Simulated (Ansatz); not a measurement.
Born–Oppenheimer molecular dynamics of a periodic cell of 33 atoms, H₆C₃O₂ (contents 3 CO2 + 3 C2H6, density as packed 0.78 g/cm³ with natural masses). It starts from a relaxed structure.

Method: DFT PBE-D3(BJ), scalar-relativistic, plane waves, PAW (Ansatz). Settings: accuracy low, cutoff 420 eV, k mesh 1x1x1, fermi-dirac smearing 0.05 eV, no spin polarisation.

```yaml
ensemble: NVT, Langevin thermostat
time_step: 0.5 fs
steps_asked: 300
set_temperature: 300 K
friction: 0.02 /fs
seed: 360925
```

Frames 10 fs apart, positions in Å, forces in eV/Å.

Velocities at 0.0 fs (Å/ps):

```
C -5.45 -3.02 -0.55
O 2.85 -1.95 0.77
O 6.16 -3.62 -1.63
C -2.05 3.32 1.25
O -4.49 1.14 0.02
O 3.62 1.57 1.61
C 1.54 7.98 -4.72
O 4.04 4.09 0.74
O -3.63 -5.52 -1.58
C -4.48 -6.14 6.47
C -7.99 4.62 -4.07
H -28.11 -14.45 -8.08
H 3.58 -4.50 -0.83
H 32.67 -22.13 10.85
H 26.45 18.10 14.14
H 34.18 21.28 -11.48
H -23.30 -5.32 -19.00
C 0.32 -3.33 -5.20
C 1.94 4.87 4.90
H -16.87 -15.98 -17.69
H 25.42 -3.65 -4.92
H 4.79 -6.35 7.49
H 1.01 6.13 -34.09
H 0.85 32.41 -9.62
H -15.54 -8.60 6.18
C -3.54 0.41 0.42
C 2.37 0.83 1.82
H 14.02 -24.40 13.15
H 3.41 2.17 3.25
H 14.33 -10.07 -4.72
H -6.65 22.11 8.52
H 10.93 -21.57 4.78
H -10.38 -10.95 39.42
```

```xyz
33
Lattice="7.7970 0.0000 0.0000 0.0000 7.7970 0.0000 0.0000 0.0000 7.7970" Properties=species:S:1:pos:R:3:forces:R:3 time_fs=0.0 energy_less_start_eV=0.000 T=291
C 5.977 3.425 4.610 -0.01 0.00 0.00
O 6.613 3.424 5.591 0.01 0.00 0.00
O 5.340 3.429 3.628 0.00 -0.01 0.01
C 1.998 2.595 4.668 0.02 0.01 0.02
O 2.727 3.074 5.447 -0.01 0.01 -0.02
O 1.273 2.106 3.889 -0.01 0.00 0.01
C 6.333 3.846 0.798 0.02 -0.01 0.00
O 5.253 4.205 0.528 -0.01 0.02 0.00
O 7.415 3.486 1.066 -0.02 -0.01 0.00
C 3.510 0.024 -0.315 0.01 -0.01 0.00
C 3.015 1.115 0.630 -0.01 0.01 -0.01
H 4.458 -0.407 0.029 -0.01 0.00 0.00
H 2.788 -0.799 -0.397 0.00 0.00 0.00
H 3.682 0.417 -1.327 -0.01 0.00 0.00
H 2.047 1.522 0.306 0.00 0.00 0.00
H 2.880 0.731 1.650 0.01 0.00 0.00
H 3.717 1.956 0.680 0.00 0.01 0.00
C 7.529 7.077 8.063 0.01 -0.02 -0.02
C 7.325 8.030 6.892 0.00 0.01 0.00
H 8.183 7.517 8.825 0.00 0.00 0.00
H 6.574 6.832 8.548 0.00 0.01 0.01
H 7.991 6.134 7.737 0.00 0.00 0.01
H 6.648 7.609 6.136 -0.01 -0.01 0.00
H 6.896 8.982 7.227 -0.01 0.01 -0.01
H 8.276 8.258 6.391 0.01 -0.01 0.00
C 0.822 5.745 3.891 0.01 -0.02 0.03
C 2.167 6.457 3.807 0.00 0.00 -0.04
H 0.074 6.223 3.245 0.00 0.01 -0.02
H 0.903 4.699 3.565 -0.01 -0.01 -0.01
H 0.430 5.753 4.917 0.00 -0.01 0.00
H 2.894 6.032 4.512 0.00 -0.02 0.01
H 2.597 6.384 2.799 -0.01 0.00 0.01
H 2.056 7.523 4.043 0.01 0.02 0.01
33
Lattice="7.7970 0.0000 0.0000 0.0000 7.7970 0.0000 0.0000 0.0000 7.7970" Properties=species:S:1:pos:R:3:forces:R:3 time_fs=10.0 energy_less_start_eV=0.492 T=251
C 5.954 3.412 4.640 0.36 -0.12 -1.38
O 6.650 3.408 5.578 -0.33 0.06 0.42
O 5.388 3.400 3.605 -0.07 0.06 0.98
C 1.967 2.631 4.700 0.27 -0.45 -0.21
O 2.704 3.091 5.486 -0.19 0.18 -0.01
O 1.290 2.105 3.900 -0.05 0.26 0.21
C 6.354 3.910 0.783 -1.19 -0.37 -0.09
O 5.258 4.277 0.523 1.40 -0.11 0.24
O 7.396 3.443 1.059 -0.23 0.48 -0.16
C 3.465 -0.038 -0.264 0.33 -0.31 0.34
C 2.978 1.139 0.586 0.36 1.32 -0.05
H 4.331 -0.550 0.220 -0.39 0.37 -0.13
H 2.715 -0.830 -0.400 -0.06 0.16 -0.16
H 3.847 0.308 -1.238 -0.28 -0.13 -0.04
H 1.994 1.639 0.282 0.96 -0.97 0.37
H 2.999 0.912 1.674 -0.40 0.01 -0.48
H 3.733 1.966 0.463 -0.49 -0.44 0.17
C 7.540 7.060 8.000 0.42 0.74 1.90
C 7.325 8.096 6.910 2.17 -0.89 -1.10
H 8.249 7.460 8.807 -0.86 -0.21 -0.86
H 6.629 6.753 8.551 0.09 0.20 -0.31
H 8.047 6.152 7.688 0.03 -0.32 -0.57
H 6.748 7.739 6.068 -0.55 -0.42 -0.28
H 6.907 9.036 7.191 -0.28 0.75 0.66
H 8.349 8.284 6.432 -1.04 0.12 0.56
C 0.811 5.720 3.903 -0.03 0.53 -1.25
C 2.162 6.464 3.829 -0.12 -1.16 0.36
H 0.032 6.199 3.228 0.72 -0.31 0.73
H 0.866 4.677 3.570 0.14 -0.07 0.04
H 0.469 5.750 4.927 -0.40 -0.06 0.46
H 2.879 6.052 4.566 -0.19 -0.07 -0.18
H 2.652 6.416 2.850 -0.19 0.19 -0.06
H 1.976 7.469 4.154 0.07 0.97 -0.12
33
Lattice="7.7970 0.0000 0.0000 0.0000 7.7970 0.0000 0.0000 0.0000 7.7970" Properties=species:S:1:pos:R:3:forces:R:3 time_fs=20.0 energy_less_start_eV=0.758 T=156
C 5.956 3.408 4.622 3.18 -0.11 3.20
O 6.665 3.384 5.563 -0.76 0.04 0.04
O 5.428 3.426 3.620 -2.46 0.08 -3.20
C 1.938 2.645 4.737 0.56 -0.26 -0.14
O 2.666 3.092 5.529 0.07 0.38 0.41
O 1.296 2.139 3.906 -0.59 -0.13 -0.31
C 6.347 3.950 0.753 -1.09 -0.37 -0.01
O 5.271 4.352 0.502 0.53 0.20 -0.01
O 7.359 3.441 1.032 0.55 0.15 0.01
C 3.401 -0.105 -0.213 1.04 0.22 0.62
C 2.997 1.185 0.545 -0.83 -0.06 -0.55
H 4.170 -0.667 0.398 -0.69 0.24 -0.76
H 2.544 -0.739 -0.444 -0.03 -0.23 0.24
H 3.855 0.152 -1.190 0.00 -0.08 0.26
H 1.946 1.438 0.157 1.46 0.44 0.48
H 2.856 1.009 1.638 0.28 0.10 -0.53
H 3.776 1.993 0.366 -1.15 -0.59 0.28
C 7.529 7.079 7.990 0.33 -0.54 0.30
C 7.357 8.113 6.888 2.27 -0.01 0.52
H 8.275 7.396 8.790 -0.85 -0.44 -0.86
H 6.550 6.811 8.451 0.50 0.34 -0.04
H 7.864 6.160 7.471 0.28 -0.04 0.57
H 6.687 7.726 6.157 -0.41 -0.32 -1.13
H 6.886 8.956 7.324 -0.33 1.39 0.24
H 8.404 8.406 6.459 -1.86 -0.42 0.40
C 0.802 5.715 3.910 -0.73 0.87 -1.16
C 2.141 6.475 3.851 -0.10 -0.67 0.10
H 0.026 6.294 3.276 0.95 -1.10 0.60
H 0.893 4.648 3.557 -0.16 0.96 0.12
H 0.384 5.729 4.916 0.05 -0.17 0.30
H 2.854 5.969 4.521 0.10 0.24 -0.03
H 2.564 6.455 2.841 0.02 -0.04 -0.10
H 2.051 7.529 4.141 -0.14 -0.06 0.12
33
Lattice="7.7970 0.0000 0.0000 0.0000 7.7970 0.0000 0.0000 0.0000 7.7970" Properties=species:S:1:pos:R:3:forces:R:3 time_fs=30.0 energy_less_start_eV=0.955 T=200
C 6.026 3.415 4.617 -1.47 0.05 -3.48
O 6.682 3.366 5.570 0.28 0.01 0.93
O 5.423 3.455 3.575 1.11 -0.06 2.58
C 1.956 2.621 4.741 1.34 1.03 1.98
O 2.620 3.090 5.593 -0.22 -0.18 -0.59
O 1.280 2.153 3.936 -1.05 -0.82 -1.47
C 6.299 3.950 0.737 0.99 -0.72 0.29
O 5.264 4.416 0.472 -0.32 0.22 -0.09
O 7.333 3.446 1.001 -0.70 0.47 -0.19
C 3.338 -0.131 -0.173 0.62 -0.74 -0.14
C 2.989 1.208 0.491 -0.93 1.57 -0.05
H 4.004 -0.894 0.357 -0.54 1.34 0.07
H 2.430 -0.748 -0.369 0.38 0.57 -0.27
H 3.905 0.074 -1.098 -0.43 -0.25 -0.18
H 2.019 1.695 0.058 1.09 -1.26 0.82
H 2.884 1.099 1.588 -0.21 0.15 -0.30
H 3.651 2.118 0.318 0.11 -1.39 0.13
C 7.512 7.049 7.962 0.21 -0.03 1.18
C 7.371 8.136 6.889 2.45 0.01 -0.57
H 8.261 7.284 8.794 -0.95 0.13 -0.90
H 6.487 6.910 8.439 1.13 0.07 -0.37
H 7.858 6.061 7.603 -0.24 0.25 -0.28
H 6.697 7.804 6.126 -0.77 -0.06 -0.57
H 7.056 9.046 7.346 -0.77 0.82 0.42
H 8.319 8.514 6.304 -1.12 -1.22 1.12
C 0.817 5.734 3.886 -0.18 -0.89 -0.58
C 2.158 6.468 3.877 -0.21 -0.38 0.23
H 0.120 6.273 3.181 0.15 -0.47 0.97
H 0.893 4.670 3.481 0.15 1.09 0.16
H 0.448 5.585 4.915 -0.37 0.46 -0.24
H 2.907 5.944 4.492 -0.07 0.09 -0.03
H 2.493 6.423 2.835 0.37 0.60 0.03
H 2.040 7.499 4.289 0.16 -0.48 -0.54
33
Lattice="7.7970 0.0000 0.0000 0.0000 7.7970 0.0000 0.0000 0.0000 7.7970" Properties=species:S:1:pos:R:3:forces:R:3 time_fs=40.0 energy_less_start_eV=0.849 T=229
C 6.103 3.431 4.555 -0.15 -0.32 0.18
O 6.685 3.330 5.554 0.55 0.13 0.77
O 5.485 3.481 3.574 -0.49 0.22 -0.89
C 1.939 2.572 4.801 -1.65 -0.11 -1.48
O 2.562 3.077 5.636 0.84 0.17 0.66
O 1.230 2.161 3.947 0.87 -0.03 0.70
C 6.261 3.935 0.737 0.37 0.44 -0.09
O 5.237 4.447 0.446 0.91 -0.76 0.35
O 7.325 3.490 1.009 -1.31 0.29 -0.26
C 3.304 -0.133 -0.165 -0.89 -0.19 0.24
C 3.004 1.241 0.469 -1.17 0.33 -1.08
H 3.888 -0.660 0.605 -0.11 -0.66 -0.60
H 2.329 -0.627 -0.440 0.97 -0.08 0.68
H 3.841 -0.117 -1.134 0.16 0.36 0.47
H 1.954 1.556 0.111 1.68 0.30 0.24
H 2.897 1.248 1.564 0.28 -0.37 -0.05
H 3.838 1.916 0.185 -0.76 0.29 0.17
C 7.523 7.003 7.916 0.00 1.99 0.01
C 7.402 8.183 6.863 0.98 -1.70 0.33
H 8.253 7.404 8.660 -0.42 -0.61 -0.14
H 6.549 6.912 8.391 -0.16 -0.15 0.33
H 7.838 6.012 7.594 0.21 0.02 -0.50
H 6.691 8.013 6.078 -0.67 -0.47 -0.57
H 7.048 9.065 7.383 0.36 0.47 0.19
H 8.380 8.298 6.346 -0.38 0.41 0.37
C 0.864 5.720 3.879 -1.44 -0.45 -0.33
C 2.189 6.415 3.894 -0.03 2.36 0.01
H 0.071 6.247 3.291 0.68 -0.13 -0.04
H 0.949 4.709 3.454 -0.09 -0.03 -0.07
H 0.357 5.615 4.862 0.68 0.03 -0.02
H 2.962 5.892 4.443 0.22 -0.19 0.41
H 2.619 6.696 2.915 -0.34 -0.63 -0.12
H 2.033 7.454 4.321 0.31 -0.91 0.14
33
Lattice="7.7970 0.0000 0.0000 0.0000 7.7970 0.0000 0.0000 0.0000 7.7970" Properties=species:S:1:pos:R:3:forces:R:3 time_fs=50.0 energy_less_start_eV=0.888 T=230
C 6.158 3.414 4.501 0.88 -0.04 2.66
O 6.726 3.337 5.546 -0.72 0.09 -1.76
O 5.531 3.512 3.530 -0.29 -0.01 -0.78
C 1.881 2.495 4.865 -1.20 0.68 -1.92
O 2.521 3.046 5.663 0.61 -0.20 0.80
O 1.204 2.147 3.959 0.66 -0.45 0.94
C 6.248 3.934 0.720 -1.59 1.24 -0.34
O 5.225 4.421 0.430 -0.31 -0.21 -0.17
O 7.279 3.541 1.040 1.90 -1.05 0.46
C 3.247 -0.136 -0.124 0.97 -1.31 0.02
C 3.006 1.242 0.442 -0.79 0.31 0.61
H 3.876 -0.830 0.496 -0.05 0.92 0.10
H 2.372 -0.807 -0.234 0.00 0.78 -0.45
H 3.848 -0.064 -1.037 -0.38 -0.22 -0.48
H 2.063 1.722 0.115 -0.11 -0.58 0.42
H 3.080 1.208 1.528 -0.52 0.11 0.39
H 3.681 2.042 0.180 1.05 -0.04 -0.52
C 7.493 7.056 7.892 0.89 -0.04 -1.07
C 7.426 8.169 6.840 -0.84 0.37 1.60
H 8.204 7.306 8.659 0.66 0.20 0.46
H 6.596 6.816 8.425 -1.03 0.04 0.00
H 7.860 6.154 7.387 -0.03 -0.29 0.20
H 6.686 7.953 6.078 -0.23 0.09 -0.35
H 7.202 9.120 7.352 -0.45 -0.08 -0.19
H 8.375 8.390 6.404 0.93 -0.35 -0.60
C 0.865 5.653 3.854 0.32 0.97 0.71
C 2.209 6.415 3.896 0.57 -0.96 -0.16
H 0.195 6.286 3.246 -0.34 -0.33 0.43
H 0.873 4.647 3.417 0.40 0.09 -0.15
H 0.560 5.561 4.913 -0.55 0.01 -0.41
H 2.997 5.815 4.396 -0.21 0.00 -0.12
H 2.547 6.531 2.846 0.08 0.60 0.48
H 2.168 7.348 4.510 -0.25 -0.33 -0.83
```

Of the whole run (150 fs, mean temperature of the second half 282 K): A run of 0.15 ps of so small a system gives no equilibrium averages. Limits of this set-up: coarse k mesh, low accuracy level.

Run time: 9.7 min on 1 thread of Arm Neoverse V2 (shared host), peak memory 0.46 GiB.
